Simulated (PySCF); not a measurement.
A structure optimised at PBE-D3(BJ)/def2-SVP, used in a PySCF frequency run:

```
C
C 1 1.3538
H 2 1.1062 1 122.84
H 1 1.1062 2 117.64 3 0.00
H 2 1.1064 3 115.12 1 180.00
Al 1 1.9432 4 123.17 2 180.00
H 6 1.5928 1 121.30 4 -180.00
Br 6 2.2771 7 118.44 5 180.00
```

### Question
Write its SMILES, formula and point group.

### Answer
C=[CH][AlH][Br], C₂H₄AlBr, Cs

### Question
What are its rotational constants (standard atomic weights)?

### Answer
19.139, 1.2149, 1.1423 GHz
